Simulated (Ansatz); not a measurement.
**Energy profile**

The step: SiNH₄Cl ([NH2][SiH2][Cl]) + HBr → SiNH₄Br ([NH2][SiH2][Br]) + HCl; bonds formed: Si1–Br7, Cl2–H6; bonds broken: Si1–Cl2, H6–Br7 (atoms numbered as in the saddle structure below).

Si1  (-0.350, -0.462, -0.003)
Cl2  (1.821, -1.312, 0.955)
H3  (-0.165, -1.641, -0.888)
H4  (-1.264, -0.849, 1.085)
N5  (-0.692, 0.714, -1.163)
H6  (1.602, -0.063, 1.547)
Br7  (0.457, 1.437, 1.585)
H8  (-0.692, 0.475, -2.141)
H9  (-0.716, 1.702, -0.978)
(Å)

Electronic energies by CCSD(T) at an estimated basis limit (MP2 extrapolated from triple and quadruple zeta, plus CCSD(T) − MP2 in triple zeta), on PBE0-D4/def2-TZVP structures; SiNH$_{5}$BrCl, singlet; no counterpoise correction. Program: Ansatz 0.2.0. Basis: def2-TZVPP and def2-QZVPP. Cores are frozen in the correlated methods. Filled d shells of the heavier atoms are correlated. The def2 sets are not built for correlating such inner shells, so the correlated values are less sure here. Extrapolation: Hartree–Fock as exp(−7.88 √X), correlation as X^−2.97.

(1) Give the profile in kJ/mol, counted from the separated reactants. (An estimate is asked for; the value comes from the calculation.)

T1 diagnostic: at most 0.010.

Results:

(1) By the calculation:
```
                                                                                                              point  kJ/mol
separated: SiNH$_{4}$Cl (linked as [NH2][SiH2][Cl]; Si1, Cl2, H3, H4, N5, H8, H9; singlet) + HBr (H6, Br7; singlet)     0.0
                                                                                                    start structure   -16.3
                                                                                                             saddle   125.1
                                                                                                      end structure   -15.5
separated: SiNH$_{4}$Br (linked as [NH2][SiH2][Br]; Si1, H3, H4, N5, Br7, H8, H9; singlet) + HCl (Cl2, H6; singlet)     2.3
```

For scale, one of the runs: CCSD(T)/def2-TZVPP, 233 basis functions, launched by `ansatz run in.yaml --threads 8 --pin off --events-out ev --progress --plain --max-ram 19148MiB`. Time: 76 s of wall clock on 8 CPU threads of an Arm Neoverse V2; the host was shared. Peak host memory: 4 GiB.
